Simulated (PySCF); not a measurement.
Si(CCH)2(F)(OH) (C₄H₃FOSi), SMILES C#C[Si](O)(F)C#C. Atoms are numbered in the order given.

```xyz
10

C     -0.4237     2.0808     1.9182
C     -0.3674     1.1381     1.1462
Si    -0.2545    -0.2349    -0.0319
O     -0.4367    -1.6392     0.8020
F     -1.4416    -0.0775    -1.1225
C      1.3147    -0.2087    -0.9567
C      2.3754    -0.2038    -1.5608
H     -0.4770     2.9092     2.6029
H     -0.1955    -2.4537     0.3446
H      3.3093    -0.1949    -2.0955
```
Charge 0, spin multiplicity 1.

The structure is a stationary point at r2SCAN-D4/def2-SVP. The structure was generated by enumeration, and PubChem lists no compound with its InChIKey, so it may never have been made. Other conformers were not sampled.

Two levels are set side by side: PBE/pcSseg-1 (PySCF) and PBE0/pcSseg-1 (PySCF). GIAO shifts against CFCl3 (¹⁹F), H2O (¹⁷O), TMS (²⁹Si), TMS (¹H), TMS (¹³C) at the same level; non-relativistic, no solvent, atoms listed together averaged. Differences are taken from unrounded values.

```json
[
 {"quantity": "δ(¹³C) of C1, C7 (ppm)", "PBE0": "103.4"},
 {"quantity": "δ(¹³C) of C2, C6 (ppm)", "PBE0": "86.2"},
 {"quantity": "δ(²⁹Si) of Si3 (ppm)", "PBE0": "-66.4"},
 {"quantity": "δ(¹⁷O) of O4 (ppm)", "PBE0": "74.9"},
 {"quantity": "δ(¹⁹F) of F5 (ppm)", "PBE0": "-135.0"},
 {"quantity": "δ(¹H) of H8, H10 (ppm)", "PBE0": "2.60"},
 {"quantity": "δ(¹H) of H9 (ppm)", "PBE0": "2.82"}
]
```

Task: What does PBE give, and how far is it from PBE0? (An estimate is asked for; the answer gives what the named calculation found.)

Result: 
| quantity | PBE | PBE minus PBE0 |
|---|---|---|
| δ(¹³C) of C1, C7 (ppm) | 99.0 | -4.4 |
| δ(¹³C) of C2, C6 (ppm) | 84.8 | -1.3 |
| δ(²⁹Si) of Si3 (ppm) | -69.2 | -2.7 |
| δ(¹⁷O) of O4 (ppm) | 87.1 | 12.2 |
| δ(¹⁹F) of F5 (ppm) | -147.5 | -12.5 |
| δ(¹H) of H8, H10 (ppm) | 2.45 | -0.15 |
| δ(¹H) of H9 (ppm) | 2.80 | -0.02 |

Rough cost on one machine, each run with all the roots and properties that it gave: PBE0 against PBE within a factor of 2.
